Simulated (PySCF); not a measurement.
## Vertical excitation energies

Compound: CH₁₁ClSi₄.
SMILES: `C[SiH2][Si@@H]([SiH3])[SiH2]Cl`

Level of theory: PySCF, TDDFT CAM-B3LYP/def2-SVPD, vertical, gas phase, core orbitals frozen in the response. Geometry: GFN2-xTB, one conformer, isolated molecule. Torsions of this conformer, `[CH3:1][SiH2:2][Si@@H:3]([SiH3:4])[SiH2:5][Cl:6]`: C1–Si2–Si3–Si4 -161°, Si2–Si3–Si5–Cl6 -59°.

```
state  E (eV)  λ (nm)  ν̃ (cm⁻¹)       f  |μ| (D)   main configurations (H = HOMO, L = LUMO)
   S1    6.28   197.4      50660   0.036     1.23                                  H→L (82%)
   S2    6.44   192.4      51980   0.028     1.07                                H-1→L (81%)
   S3    6.69   185.4      53930  0.0011     0.21                 H→L+1 (62%), H-1→L+2 (18%)
   S4    6.95   178.3      56080   0.013     0.71                 H-1→L+1 (44%), H→L+2 (30%)
   S5    7.06   175.6      56950   0.059     1.49                 H→L+3 (64%), H-1→L+3 (15%)
   S6    7.10   174.6      57280   0.015     0.74  H-2→L (35%), H-1→L+2 (16%), H-1→L+3 (15%)
   S7    7.14   173.6      57600   0.197     2.70                 H→L+2 (45%), H-1→L+1 (27%)
   S8    7.21   171.9      58160   0.210     2.77  H-1→L+3 (21%), H-1→L+2 (21%), H→L+1 (16%)
```

Triplets (Tamm–Dancoff): T1 5.61 eV, H→L (86%); T2 5.85 eV, H-1→L (53%), H→L+1 (18%); T3 6.08 eV, H→L+1 (33%), H-1→L+2 (22%), H-1→L+3 (17%).

The lowest singlet comes at 197 nm (606 kJ/mol) in the vacuum ultraviolet; it is of moderate strength; its leading configuration is HOMO→LUMO (82%). The strongest level in the table is S8 at 7.21 eV (172 nm, f = 0.210). It is the last of those listed, so stronger ones may follow. Löwdin shares by element: HOMO silicon 57% or more, chlorine 22% (atoms not listed hold the other 21%); LUMO silicon 58% or more, chlorine 9% (atoms not listed hold the other 33%). The oscillator strengths of these states sum to 0.560; summed over the whole spectrum of an exact calculation they would give the number of electrons, 90 (Thomas–Reiche–Kuhn). Weighted by f, the mean energy of these states is 7.06 eV. Of the 8 states listed, 7 reach f = 0.01 and none stays under 0.0005. No computed singlet lies in the visible range (380 to 750 nm); the lowest, at 197 nm, stands 3.02 eV above its violet end (3.26 eV). Only the lowest 8 singlets were computed, as vertical energies without vibronic structure.
